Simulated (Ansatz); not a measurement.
Cost against result

Saddle point of C2H8Zn, singlet (C₂H₆Zn ([CH3][Zn][CH3]) + H₂ → CH₄Zn ([CH3][ZnH]) + CH₄; bonds formed: Zn1–H5, C2–H4; bonds broken: Zn1–C2, H4–H5), PBE0-D4/def2-TZVP structure:

| atom | x (Å) | y (Å) | z (Å) |
| --- | --- | --- | --- |
| Zn1 | -0.2257 | -0.0740 | -0.4451 |
| C2 | 0.7548 | 1.4028 | 0.8193 |
| C3 | -0.7146 | -1.9463 | -0.4091 |
| H4 | 0.1436 | 1.5137 | -0.5712 |
| H5 | -0.3428 | 1.3349 | -1.5278 |
| H6 | 1.7289 | 0.9336 | 0.9813 |
| H7 | 0.9349 | 2.4700 | 0.6534 |
| H8 | 0.1557 | 1.3173 | 1.7300 |
| H9 | -0.5285 | -2.3843 | 0.5728 |
| H10 | -1.7718 | -2.0682 | -0.6526 |
| H11 | -0.1343 | -2.4995 | -1.1509 |

Barriers are electronic and count from the start structure reached by relaxing down the imaginary mode.

Ansatz 0.2.0; basis: as named in each row; cores frozen in the correlated methods. The 3s and 3p shells of Cu and Zn are frozen; filled d shells are correlated. B3LYP uses VWN-RPA correlation. Extrapolation: Hartree–Fock as exp(−7.88 √X), correlation as X^−2.97.

Times are rough, for one single point on 8 threads of a shared host (Arm Neoverse V2).

The estimate by CCSD(T) at an estimated basis limit (MP2 extrapolated from triple and quadruple zeta, plus CCSD(T) − MP2 in triple zeta) is 1.844 eV.

| method | basis | time (s) | barrier (eV) | method less estimate |
| --- | --- | --- | --- | --- |
| HF | STO-3G | under 1 | 3.132 | 1.288 |
| SPW92 | def2-SVP | under 1 | 1.137 | -0.706 |
| PBE-D4 | def2-SVP | under 1 | 1.470 | -0.374 |
| PBE0-D4 | def2-SVP | under 1 | 1.560 | -0.284 |
| B3LYP-D4 | 6-31G | under 1 | 1.940 | 0.096 |
| SPW92 | def2-TZVPP | under 1 | 1.243 | -0.601 |
| PBE-D4 | def2-TZVPP | under 1 | 1.596 | -0.247 |
| BLYP-D4 | def2-TZVPP | under 1 | 1.794 | -0.049 |
| B3LYP-D4 | def2-TZVPP | 1 | 1.820 | -0.024 |
| BHLYP-D4 | def2-TZVPP | 1 | 1.903 | 0.059 |
| PBE0-D4 | def2-TZVPP | 1 | 1.659 | -0.184 |
| CAM-B3LYP-D4 | def2-TZVPP | 1 | 1.819 | -0.025 |
| CCSD(T) | def2-SVP | 2 | 1.828 | -0.015 |
| wB97M-V | def2-SVP | 2 | 1.674 | -0.170 |
| PBE-D4 | STO-3G | 2 | 1.999 | 0.156 |
| r2SCAN-D4 | def2-TZVPP | 2 | 1.622 | -0.222 |
| r2SCAN0-D4 | def2-TZVPP | 2 | 1.681 | -0.163 |
| RPA on PBE | def2-TZVPP | 2 | 1.882 | 0.038 |
| B2PLYP | def2-TZVPP | 2 | 1.875 | 0.031 |
| PBE-QIDH | def2-TZVPP | 2 | 1.769 | -0.075 |
| wB97X-V | def2-TZVPP | 3 | 1.831 | -0.013 |
| wB97M-V | def2-TZVPP | 3 | 1.822 | -0.022 |
| B97M-V | def2-TZVPP | 4 | 1.658 | -0.186 |
| MP2 | def2-QZVPP | 8 | 1.893 | 0.049 |
| CCSD(T) | def2-TZVPP | 44 | 1.859 | 0.015 |

All methods are single points on the PBE0-D4 structures.

The T1 diagnostic stays at or below 0.014.

Labels in which every atom is bracketed show which atoms are joined, not bond orders.
